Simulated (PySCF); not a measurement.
**OsCl₂, quintet: structure and spectrum**

Level of theory: UB3LYP/[Os def2-SVP with ECP60, Cl def2-SVP], scalar-relativistic core potentials, density fitting, no spin–orbit coupling, PySCF.

The structure is a minimum.

- Point group: D∞h
- Bond lengths: Os–Cl 2.263 Å (×2)
- Bond angles: Cl–Os–Cl 180.0°
- Principal quadrupole moments (Buckingham, traceless) about the centre of mass: -6.16, 3.08, 3.08 D Å
- Principal polarisabilities: 42.0, 42.0, 92.4 bohr³
- Atomisation energy without zero-point energy: 702 kJ/mol
- Highest occupied level (β): -7.20 eV
- Lowest empty level (β): -4.94 eV
- Enthalpy at 298.15 K above 0 K: 14.61 kJ/mol
- Dipole moment: 0.00 D
- Entropy at 298.15 K and 1 bar (electronic part: spin only): 309.2 J/(mol K)
- Heat capacity Cp at 298.15 K: 58.1 J/(mol K)
- Zero-point energy: 5.4 kJ/mol
- Rotational constants: 0.04708 cm⁻¹
- Rotational symmetry number: 2
- Spin squared ⟨S²⟩: 6.011

Harmonic modes (masses in u: Os 191.961, Cl 34.969):
```tsv
symmetry	ω (cm⁻¹)	IR (km/mol, summed over degenerate members)	μ (u)
πu	62	3.2	44.74
σg+	380	0.0	34.97
σu+	397	87.9	44.74
```

In D∞h the vibrations span πu + σg+ + σu+. The σg+ mode carries no infrared intensity, as symmetry demands. With a centre of inversion only u modes can be infrared active and only g modes Raman active.

Charges (e):
```csv
atom,Mulliken,Löwdin,polar tensor,spin (Mulliken),Mayer order to Os1
Os1,0.40,-0.17,0.91,3.52,–
"Cl2,3",-0.20,0.09,-0.45,0.24,1.22
```

Mulliken populations on Os1 (electrons outside its core potential): s 3.21, p 6.31, d 6.06, f 0.03.

Formally Os is in oxidation state +2, d6, with 4 unpaired electrons (the high-spin count). The Mulliken spin on Os is 3.52. The polar-tensor charge on Os, 0.91, is far below the formal one.

Other isomers or separated fragments may lie lower. Other spin states or occupations of the open shell can lie lower. Spin–orbit coupling, left out here, can matter for elements this heavy.

The final relaxation and frequency run took 48 s on 2 threads of a shared AMD EPYC (Zen 3) host, with 68 basis functions and 6 gradients; the process peaked at 0.66 GiB.
